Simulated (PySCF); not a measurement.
# Polarisability and C₆ of Ag²⁺ (silver, charge +2)

[Kr] 4d9, 2D determinant. Calculation: PySCF 2.14, in aug-cc-pwCVTZ-PP with ECP28MDF; scalar relativity through the core potential. Coupled (time-dependent) response in atomic units; α is the mean over directions.

```json
{"method": "TPSSh", "mean α (bohr³)": "6.102", "α xx, yy, zz": "5.956, 5.956, 6.394", "C₆ (like pair)": "31.68", "S(−4)": "8.525"}
```

S(−4) is the Cauchy moment in α(ω) = α(0) + S(−4) ω² + …

Spin-orbit coupling is absent.

α(iu) at TPSSh:

```csv
u (hartree),α(iu) (bohr³)
0,6.102
0.0500,6.081
0.100,6.019
0.200,5.793
0.300,5.476
0.500,4.765
0.750,3.961
1.00,3.310
1.50,2.371
2.00,1.757
3.00,1.053
5.00,0.4825
```

For an ion, C₆ is the dispersion term alone; charge-induced terms of lower order in 1/R come first.

The components differ because the open shell of this determinant is not spherical; for a pure term their mean is the scalar polarisability.

Energies and moments cover only the electrons outside the core potential.
